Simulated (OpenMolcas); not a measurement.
5s² 5p along the 49-electron sequence

```yaml
Program: OpenMolcas
Method: SS-CASPT2, IPEA 0.25 Eh, imaginary shift 0.1 Eh
Basis: ANO-R3
Scalar_Hamiltonian: X2C, finite nucleus
Spin-orbit_coupling: RASSI with atomic mean-field integrals over the reference wave functions, term energies averaged over their components
```

Active space for each ion: 1 electron in 3 orbitals (5p); closed shells correlated by CASPT2: 4d 5s.

Computed levels in cm-1 above ²P°_1/2:

| Level | Sb2+ | Te3+ | I4+ | Xe5+ |
| --- | --- | --- | --- | --- |
| ²P°_3/2 | 5839 | 8149 | 10792 | 13803 |
| weight of ²P° in the lowest level (%) | 100 | 100 | 100 | 100 |

Measured, with the error of the calculation in %. Measured levels: Sb2+, Te3+ from Moore, Atomic Energy Levels, vol. III, NSRDS-NBS 35 (1971 reprint of NBS Circular 467, 1958); Xe5+ from Saloman, J. Phys. Chem. Ref. Data 33, 765 (2004).

```
  Level          Sb2+          Te3+           Xe5+
²P°_3/2  6576 (-11.2)  9223 (-11.6)  15599 (-11.5)
```

The fine-structure level ²P°_3/2 changes by a factor of 2.36 from Sb2+ to Xe5+. Its fourth root runs 8.74, 9.50, 10.19, 10.84, with steps per unit of Z of 0.76, 0.69, 0.65; equal steps would mean a (Z - σ)^4 law with constant σ.

With one active electron, CASPT2 adds the correlation within the correlated inactive shells and between them and that electron, and leaves the splitting within a term as the reference gives it. Measured partners are found by configuration, term and J. A level has none where our copy of the source lacks it or the pairing is in doubt (some pairs that miss far off the trend of their configuration count as doubtful), and it then counts in no deviation. Only configurations of the active space appear.

° marks odd parity.
